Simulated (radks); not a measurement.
Values are calculated unless marked as measured or tabulated.
Neutral europium inside a hard spherical wall (all orbitals vanish at R), configuration held at [Xe] 4f7 6s2 and not refilled when levels cross. Code: a radial shooting solver on a logarithmic mesh with Libxc functionals. Model: scalar-relativistic Kohn-Sham, PBE, spin-polarised, spherical densities, finite nucleus; open shells are filled with parallel spins first (spin-orbit coupling, left out, can overturn this in heavy ions); Fermi nuclear charge, rms radius 5.1115 fm. Eigenvalues in eV for spin up, with the zero of energy where the potential of the charges vanishes at infinity; a dash marks a level that is unbound or too diffuse for the functional's potential to be trusted. A positive occupied level is held by the wall or, in an anion where self-interaction has pushed it up, behind a barrier. The pressure on the wall is -dE/dV.

R (bohr)  E (hartree)  kinetic (hartree)    e(5s)    e(5p)   e(4f)   e(6s)  e(5d, empty)  e(6p, empty)  pressure (GPa)
free      -10843.6049          11615.466  -45.688  -24.553  -4.101  -3.723        -1.792        -1.237               0
15        -10843.6049          11615.466  -45.684  -24.550  -4.097  -3.720        -1.788        -1.220        0.000279
12        -10843.6044          11615.472  -45.642  -24.508  -4.056  -3.689        -1.750        -1.125         0.00799
10        -10843.6015          11615.494  -45.482  -24.350  -3.898  -3.562        -1.606        -0.846          0.0733
7         -10843.5534          11615.746  -44.281  -23.174  -2.708  -2.324        -0.476         1.323            2.21
6         -10843.4772          11616.064  -43.226  -22.158  -1.645  -0.819         0.627         3.723            7.67
5         -10843.2725          11616.842  -41.398  -20.428   0.263   2.652         2.761         8.924            31.2
3.5       -10841.7505          11622.570  -33.933  -13.154   8.864  23.095        12.972        36.035             478
3         -10839.7828          11629.794  -27.302   -6.074  16.906  44.923        22.986        62.395            1540
2.5       -10834.8004          11646.970  -13.929    9.193  32.364  91.762        44.005        115.94            5920
1.5       -10767.3334          11849.696   129.97   175.44  141.06  519.74        246.01        570.33          212000
